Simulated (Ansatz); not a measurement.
Cost and result for the atomization energy of `[NH2][Zn][N]([SiH3])[SiH3]` (13 atoms, 12 bonds).

```xyz
13

N     2.609    0.179    1.842
Zn    1.144    0.037    0.791
N    -0.367    0.020   -0.242
Si   -1.327    1.447   -0.324
Si   -0.758   -1.429   -1.084
H     3.508    0.117    1.386
H     2.636   -0.398    2.671
H    -1.438    1.968   -1.716
H    -0.696    2.500    0.522
H    -2.714    1.217    0.172
H    -0.797   -1.229   -2.561
H    -2.084   -1.975   -0.677
H     0.282   -2.455   -0.781
```

The species carries charge 0 and has multiplicity 1. For Zn the d shell is correlated and the shells below it are frozen. Scalar relativity is left out up to krypton. All single points use the PBE0-D4/def2-TZVP geometry. It is one conformer, not always the lowest. Program: Ansatz. All runs use 4 threads of an Arm Neoverse V1 on a shared host. Times are those of one run each, without the atoms' runs, and a repeat can differ threefold. Electronic energies, without spin–orbit coupling; frozen cores. CCSD(T)/CBS adds CCSD(T) − MP2 in def2-TZVPP to the MP2 limit, and its time is that of the two runs behind it. T1 = 0.015. With those shells the extrapolation isn't a true limit.

CCSD(T)/CBS is a level of theory with its own doubt, some kJ/mol a heavy atom from the limit and from the frozen cores, so smaller differences don't rank the functionals.

| level | functions | wall time | atomization (kcal/mol) | difference from CCSD(T)/CBS | per bond |
| --- | --- | --- | --- | --- | --- |
| LDA (SPW92)/def2-TZVPP | 322 | 2.3 s | 1047.2 | 113.0 | 9.4 |
| PBE-D4/def2-TZVPP (with forces) | 322 | 4.6 s | 929.3 | -4.9 | -0.4 |
| BHLYP-D4/def2-TZVPP | 322 | 7.5 s | 911.3 | -22.9 | -1.9 |
| CAM-B3LYP-D4/def2-TZVPP | 322 | 8.5 s | 937.8 | 3.6 | 0.3 |
| r2SCAN-D4/def2-TZVPP (with forces) | 322 | 9 s | 928.4 | -5.8 | -0.5 |
| PBE-QIDH/def2-TZVPP | 322 | 12 s | 918.2 | -16.0 | -1.3 |
| B2PLYP/def2-TZVPP | 322 | 12 s | 918.7 | -15.5 | -1.3 |
| ωB97X-V/def2-TZVPP | 322 | 15 s | 942.0 | 7.8 | 0.7 |
| CCSD(T)/def2-SVP | 135 | 15 s | 854.3 | -79.9 | -6.7 |
| ωB97M-V/def2-TZVPP (with forces) | 322 | 23 s | 934.3 | 0.1 | 0.0 |
| MP2/def2-QZVPP | 594 | 58 s | 929.6 | -4.6 | -0.4 |
| CCSD(T)/def2-TZVPP | 322 | 27 min | 904.4 | -29.8 | -2.5 |
| CCSD(T)/CBS(def2) | – | 28 min | 934.2 | 0.0 | 0.0 |

From BLYP to BHLYP (50 % exact exchange), in def2-TZVPP and without D4, the atomization energy moves by −6.6 kcal/mol: exact exchange takes away binding that semilocal exchange gives to molecules. In def2-TZVPP, CCSD(T) changes the Hartree–Fock value by +248.7 kcal/mol (the triples alone add +12.4 kcal/mol) and MP2 by +255.5 kcal/mol; breaking electron pairs costs correlation energy, which Hartree–Fock lacks. At CCSD(T), def2-SVP lies −79.8 kcal/mol from the extrapolated value and def2-TZVPP −29.8 kcal/mol: correlation converges slowly with the basis, and small sets miss more of it in the bonded molecule than in its fragments.
